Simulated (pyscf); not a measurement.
H₂C=C=OH⁺ (SMILES C=C=[OH+]) -> HC≡C–OH₂⁺ (SMILES C#C[OH2+]), a hydrogen shift (singlet surface; C–H broken, H–O formed). Structures and frequencies: ωB97X-D3(BJ)/def2-SVP in PySCF. MP2 and CC: frozen core, UHF for open shells. ΔMP2 is the change of the MP2 total energy from the triple- to the quadruple-zeta basis. Energies in kJ/mol from the reactant's lowest minimum found.

Small-basis levels: PySCF, no dispersion term, spherical d functions. AM1 to PM7: differences of heats of formation from MOPAC. GFN2-xTB: tblite. Cost: rough CPU time at the saddle relative to B3LYP/6-31G*, from one job on a shared machine.

```tsv
level	barrier	reaction energy	cost
HF/6-31G*	445.9	+203.8	0.08
MP2/6-31G*	355.2	+166.8	0.09
SVWN5/6-31G*	343.7	+201.2	0.6
BP86/6-31G*	356.6	+211.0	1
PBE/6-31G*	355.8	+212.9	1
B3LYP/3-21G	388.6	+149.8	0.7
B3LYP/LANL2DZ	384.5	+147.5	0.8
M06-2X/6-31G*	367.1	+180.8	2
B3LYP/6-311+G**	360.1	+184.8	1
PBE/def2-SVP	342.0	+195.1	1
GFN2-xTB	296.7	+115.0	under 0.02
AM1	389.6	+173.3	under 0.02
CCSD(T)/def2-TZVPP + ΔMP2(QZVPP)	346.6	+166.3	–
```

Against the last row the barrier runs from -49.9 (GFN2-xTB) to +99.3 kJ/mol (HF/6-31G*); SVWN5/6-31G* happens to lie closest here (2.9 kJ/mol apart). CCSD(T)/def2-TZVPP + ΔMP2(QZVPP) has limits of its own. The same reactants have a lower exit, to H₃C–C⁺=O (barrier +267.8 kJ/mol at ωB97M-D3(BJ), against +357.5 kJ/mol here). H₂C=C=OH⁺ lies 170.1 kJ/mol over its isomer H₃C–C⁺=O (electronic energy, ωB97M-D3(BJ)). HC≡C–OH₂⁺ lies 352.9 kJ/mol over its isomer H₃C–C⁺=O (electronic energy, ωB97M-D3(BJ)). One saddle was located; it need not be the lowest between these sides. The CCSD(T) − MP2 part came from Ansatz, without density fitting, on the same reference.
